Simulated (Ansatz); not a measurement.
```yaml
crystal:
  periodic: [false, false, false]
  atoms:
    - {symbol: C, position_ang: [1.375741, 0.835443, 0.201613]}
    - {symbol: C, position_ang: [0.161846, -0.079557, 0.209105]}
    - {symbol: C, position_ang: [0.548960, -1.525917, -0.053494]}
    - {symbol: C, position_ang: [-0.638239, 0.061839, 1.493860]}
    - {symbol: Sn, position_ang: [-1.122750, 0.546430, -1.418892]}
    - {symbol: Cl, position_ang: [-1.832207, 2.742505, -1.181605]}
    - {symbol: Cl, position_ang: [-0.058071, 0.411943, -3.475788]}
    - {symbol: Cl, position_ang: [-3.036535, -0.755467, -1.576248]}
    - {symbol: H, position_ang: [2.047259, 0.541787, 1.017590]}
    - {symbol: H, position_ang: [1.103244, 1.881660, 0.360084]}
    - {symbol: H, position_ang: [1.939945, 0.762741, -0.731289]}
    - {symbol: H, position_ang: [-0.321179, -2.186266, -0.080094]}
    - {symbol: H, position_ang: [1.201722, -1.871993, 0.757134]}
    - {symbol: H, position_ang: [1.098912, -1.640850, -0.990662]}
    - {symbol: H, position_ang: [-0.011576, -0.248515, 2.338827]}
    - {symbol: H, position_ang: [-1.529308, -0.570570, 1.495324]}
    - {symbol: H, position_ang: [-0.946864, 1.094283, 1.674733]}
basis:
  gaussian: {orbitals: def2-TZVP, fitting: {mean_field: def2-universal-jkfit}, nuclear_model: gaussian}
total_charge: -2
hamiltonian: {xc: {name: revPBE}}
scf: {lower_state_search: off}
output: {forces: true}
```

```sh
$ ansatz run in.yaml --threads 4 --pin off --events-out ev --progress --plain --max-ram 66560MiB --backend cuda --devices 0, --max-vram 37GiB
```

Shortened log:

```
Functional definition: revPBE
1064 factors; integrals over basis functions are off by at most 4.3e-1 eV
mean field evaluation 1: about -47680.1330 eV, gradient 6.3e1 eV
mean field evaluation 2: about -47652.7021 eV, gradient 1.2e2 eV
mean field evaluation 4: about -47689.6660 eV, gradient 1.2e1 eV
mean field evaluation 8: about -47689.9679 eV, gradient 1.3e-1 eV
mean field evaluation 16: about -47689.9780 eV, gradient 7.0e-4 eV
mean field -47689.97799396 eV, -1752.5743658501 hartree, gradient 8.6e-6 eV, S^2 0.000000; 0 other end points of the search recorded, 0 dependent functions left out
reference -47689.97806099 eV, -1752.5743683133 hartree; 54, 54 occupied and 285, 285 virtual orbitals, 1064 factors
Total energy: -47689.97806099 eV, -1752.5743683133 hartree
Atom 0 at     1.375741     0.835443     0.201613 Å, force    -0.511609    -0.657554     0.280782 eV/Å
Atom 1 at     0.161846    -0.079557     0.209105 Å, force     1.590101    -0.774974     2.013266 eV/Å
Atom 2 at     0.548960    -1.525917    -0.053494 Å, force    -0.015296     0.764023     0.434877 eV/Å
Atom 3 at    -0.638239     0.061839     1.493860 Å, force     0.700172    -0.190907    -0.496070 eV/Å
Atom 4 at    -1.122750     0.546430    -1.418892 Å, force     0.190252    -0.093068     0.243000 eV/Å
Atom 5 at    -1.832207     2.742505    -1.181605 Å, force    -1.393680     4.949300     0.855130 eV/Å
Atom 6 at    -0.058071     0.411943    -3.475788 Å, force     2.698282    -0.428893    -4.435780 eV/Å
Atom 7 at    -3.036535    -0.755467    -1.576248 Å, force    -4.173126    -3.122599    -0.055117 eV/Å
Atom 8 at     2.047259     0.541787     1.017590 Å, force     0.764425    -0.034490     0.622601 eV/Å
Atom 9 at     1.103244     1.881660     0.360084 Å, force    -0.131764     0.423442    -0.010785 eV/Å
Atom 10 at     1.939945     0.762741    -0.731289 Å, force     0.172973     0.016188    -0.407258 eV/Å
Atom 11 at    -0.321179    -2.186266    -0.080094 Å, force    -0.363328    -0.239563    -0.082440 eV/Å
Atom 12 at     1.201722    -1.871993     0.757134 Å, force     0.579634    -0.564155     0.565000 eV/Å
Atom 13 at     1.098912    -1.640850    -0.990662 Å, force     0.153137    -0.041117    -0.414229 eV/Å
Atom 14 at    -0.011576    -0.248515     2.338827 Å, force     0.312975    -0.208337     0.911806 eV/Å
Atom 15 at    -1.529308    -0.570570     1.495324 Å, force    -0.392856    -0.201457    -0.045206 eV/Å
Atom 16 at    -0.946864     1.094283     1.674733 Å, force    -0.180292     0.404161     0.020421 eV/Å
Dipole moment:     0.387460    -0.188775     0.490776 e Å
Checks for a lower state left out: stability, starts, cluster_reference, orbital_swaps, neighbouring_geometries, increment
```

In this input the charge is far from anything that the molecule holds. Self-consistency was reached. The result belongs to that input, not to the molecule as meant.
